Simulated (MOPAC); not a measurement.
A run for MOPAC: PM6 on C2H6InN (SMILES C=[CH][InH][NH2]), a point of a torsion scan.

```
PM6 1SCF PRECISE CHARGE=0 THREADS=1
C2H6InN

C     -1.56693198 1    -0.75160087 1     0.32302681 1
C     -1.33624588 1     0.49659708 1    -0.03962913 1
In     0.74659662 1     1.13037628 1    -0.39248295 1
N      2.23389729 1    -0.28952253 1    -0.13771661 1
H     -0.75170771 1    -1.45378801 1     0.45714332 1
H     -2.56250878 1    -1.14154585 1     0.50230086 1
H     -2.15045032 1     1.19941898 1    -0.17680234 1
H      1.11067093 1     2.74221102 1    -1.01416818 1
H      2.59084647 1    -0.31268277 1     0.81446896 1
H      3.04604893 1    -0.09910187 1    -0.72168946 1
```

Program output:

```
*******************************************************************************
 **                                                                           **
 **                              MOPAC v23.2.5                                **
 **                                                                           **
 *******************************************************************************
 ** MOPAC's Digital Object Identifier: https://doi.org/10.5281/zenodo.6511958 **
 **                                                                           **
 ** Please cite the open-source release paper for use of this MOPAC version:  **
 ** J. E. Moussa and J. J. P. Stewart (2026)                                  **
 ** MOPAC: An open-source semiempirical molecular orbital program             **
 ** J. Open Source Softw., 11(119), 8025, https://doi.org/10.21105/joss.08025 **
 *******************************************************************************

                              PM6 CALCULATION RESULTS

 *******************************************************************************
 *  PM6        - The PM6 Hamiltonian to be used
 *
 *
 *
 *                 CHARGE ON SYSTEM = 0
 *
 *
 *
 *  PRECISE    - TIGHTER CRITERIA TO BE USED
 *  1SCF       - DO 1 SCF AND THEN STOP
 *  THREADS=1  - MULTI-THREADING NOT USED
 *  T=         - A TIME OF 172800.0 SECONDS REQUESTED
 *  DUMP=N     - RESTART FILE WRITTEN EVERY 7200.0 SECONDS REQUESTED
 *******************************************************************************
PM6 1SCF PRECISE CHARGE=0 THREADS=1
 C2H6InN

   ATOM   CHEMICAL          X               Y               Z
  NUMBER   SYMBOL      (ANGSTROMS)     (ANGSTROMS)     (ANGSTROMS)

     1       C         -1.56693198  *  -0.75160087  *   0.32302681  *
     2       C         -1.33624588  *   0.49659708  *  -0.03962913  *
     3      In          0.74659662  *   1.13037628  *  -0.39248295  *
     4       N          2.23389729  *  -0.28952253  *  -0.13771661  *
     5       H         -0.75170771  *  -1.45378801  *   0.45714332  *
     6       H         -2.56250878  *  -1.14154585  *   0.50230086  *
     7       H         -2.15045032  *   1.19941898  *  -0.17680234  *
     8       H          1.11067093  *   2.74221102  *  -1.01416818  *
     9       H          2.59084647  *  -0.31268277  *   0.81446896  *
    10       H          3.04604893  *  -0.09910187  *  -0.72168946  *



          CARTESIAN COORDINATES

    NO.       ATOM           X           Y           Z

     1         C         -1.5669     -0.7516      0.3230
     2         C         -1.3362      0.4966     -0.0396
     3        In          0.7466      1.1304     -0.3925
     4         N          2.2339     -0.2895     -0.1377
     5         H         -0.7517     -1.4538      0.4571
     6         H         -2.5625     -1.1415      0.5023
     7         H         -2.1505      1.1994     -0.1768
     8         H          1.1107      2.7422     -1.0142
     9         H          2.5908     -0.3127      0.8145
    10         H          3.0460     -0.0991     -0.7217

 General Reference for PM6:
 "Optimization of Parameters for Semiempirical Methods V: Modification of NDDO Approximations
 and Application to 70 Elements", J. J. P. Stewart, J. Mol. Mod., 13, 1173-1213 (2007)
 URL: https://link.springer.com/article/10.1007/s00894-007-0233-4

           Empirical Formula: C2 H6 N In  =    10 atoms



      MOLECULAR POINT GROUP   :   C1


      RHF CALCULATION, NO. OF DOUBLY OCCUPIED LEVELS = 11


 -------------------------------------------------------------------------------
 PM6 1SCF PRECISE CHARGE=0 THREADS=1
 C2H6InN



     1SCF WAS SPECIFIED, SO BFGS WAS NOT USED
     SCF FIELD WAS ACHIEVED


                              PM6 CALCULATION
                                                       MOPAC v23.2.5 Linux




          FINAL HEAT OF FORMATION =         80.21050 KCAL/MOL =     335.60075 KJ/MOL


          COSMO AREA              =        126.15 SQUARE ANGSTROMS
          COSMO VOLUME            =        111.26 CUBIC ANGSTROMS

          IONIZATION POTENTIAL    =          9.365987 EV
          HOMO LUMO ENERGIES (EV) =         -9.366  1.189
          NO. OF FILLED LEVELS    =         11
          MOLECULAR WEIGHT        =        158.8961         POINT GROUP:  C1

          MOLECULAR DIMENSIONS (Angstroms)

            Atom       Atom       Distance
            H    10    H     6     5.83445
            H     8    H     5     3.88907
            H     6    H     9     1.33331


          SCF CALCULATIONS        =          1





   ATOM   CHEMICAL          X               Y               Z
  NUMBER   SYMBOL      (ANGSTROMS)     (ANGSTROMS)     (ANGSTROMS)

     1       C         -1.56693198  *  -0.75160087  *   0.32302681  *
     2       C         -1.33624588  *   0.49659708  *  -0.03962913  *
     3      In          0.74659662  *   1.13037628  *  -0.39248295  *
     4       N          2.23389729  *  -0.28952253  *  -0.13771661  *
     5       H         -0.75170771  *  -1.45378801  *   0.45714332  *
     6       H         -2.56250878  *  -1.14154585  *   0.50230086  *
     7       H         -2.15045032  *   1.19941898  *  -0.17680234  *
     8       H          1.11067093  *   2.74221102  *  -1.01416818  *
     9       H          2.59084647  *  -0.31268277  *   0.81446896  *
    10       H          3.04604893  *  -0.09910187  *  -0.72168946  *

                             CARTESIAN COORDINATES

   1    C       -1.566931980    -0.751600870     0.323026810
   2    C       -1.336245880     0.496597080    -0.039629130
   3   In        0.746596620     1.130376280    -0.392482950
   4    N        2.233897290    -0.289522530    -0.137716610
   5    H       -0.751707710    -1.453788010     0.457143320
   6    H       -2.562508780    -1.141545850     0.502300860
   7    H       -2.150450320     1.199418980    -0.176802340
   8    H        1.110670930     2.742211020    -1.014168180
   9    H        2.590846470    -0.312682770     0.814468960
  10    H        3.046048930    -0.099101870    -0.721689460


           Empirical Formula: C2 H6 N In  =    10 atoms



      MOLECULAR POINT GROUP   :   C1


                  EIGENVALUES
 -28.95179 -26.11139 -19.27470 -15.65960 -15.41763 -14.07349 -13.34943 -12.57710
 -10.49939 -10.40395  -9.36599   1.18935   1.52735   2.20773   2.70070   3.18914
   5.92127   6.03118   6.31427   6.74631   6.85597   7.12490


              NET ATOMIC CHARGES AND DIPOLE CONTRIBUTIONS

  ATOM NO.   TYPE          CHARGE      No. of ELECS.   s-Pop       p-Pop
    1          C          -0.296860        4.2969     1.12074     3.17612
    2          C          -0.308259        4.3083     1.16967     3.13859
    3         In           0.423451        2.5765     1.04167     1.53488
    4          N          -0.731123        5.7311     1.64035     4.09078
    5          H           0.153307        0.8467     0.84669
    6          H           0.141344        0.8587     0.85866
    7          H           0.138029        0.8620     0.86197
    8          H           0.059970        0.9400     0.94003
    9          H           0.211449        0.7886     0.78855
   10          H           0.208693        0.7913     0.79131
 DIPOLE           X         Y         Z       TOTAL
 POINT-CHG.     0.172     2.975    -0.344     3.000
 HYBRID         0.567    -0.506     0.664     1.010
 SUM            0.739     2.469     0.320     2.597


          ATOMIC ORBITAL ELECTRON POPULATIONS

     Atom    s        px        py        pz
    1  C   1.12074   1.12805   1.04695   1.00112
    2  C   1.16967   1.10444   1.03888   0.99527
    3 In   1.04167   0.68573   0.71977   0.12938
    4  N   1.64035   1.26855   1.61583   1.20640
    5  H   0.84669
    6  H   0.85866
    7  H   0.86197
    8  H   0.94003
    9  H   0.78855
   10  H   0.79131

 **********************
 *                    *
 * JOB ENDED NORMALLY *
 *                    *
 **********************




 == MOPAC DONE ==
```

The run finished.

Cost: roughly 0.05 core-seconds.
